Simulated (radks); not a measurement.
Values are calculated unless marked as measured or tabulated.
Task: Species: Au VII. Configuration: [Xe] 4f14 5d5. Level of theory: Dirac Kohn-Sham, relativistic LDA (MacDonald-Vosko exchange, VWN5 correlation), spin-unpolarised, spherical densities, finite nucleus; open shells fill j = l - 1/2 first; Fermi nuclear charge, rms radius 5.4371 fm (a radial shooting solver on a logarithmic mesh with Libxc functionals).

Spin-orbit splittings of the eigenvalues, e(l+1/2) - e(l-1/2), with zeta = 2 splitting/(2l+1) and mean radii in bohr:

shell  occ.  splitting (eV)  zeta (eV)  <r> j=l-1/2  <r> j=l+1/2
2p        6            1811       1207      0.05821      0.06671
3p        6           400.0      266.7       0.1741       0.1897
3d       10               ?          ?       0.1651       0.1698
4p        6           96.27      64.18       0.4103       0.4444
4d       10           18.04      7.215       0.4523       0.4635
4f       14           3.832      1.095       0.4929       0.4997
5p        6           17.61      11.74       0.9795        1.063
5d        5           2.301     0.9203        1.286        1.316

Estimate the 3d splitting.

Result: 86.51 eV (zeta = 34.60 eV).
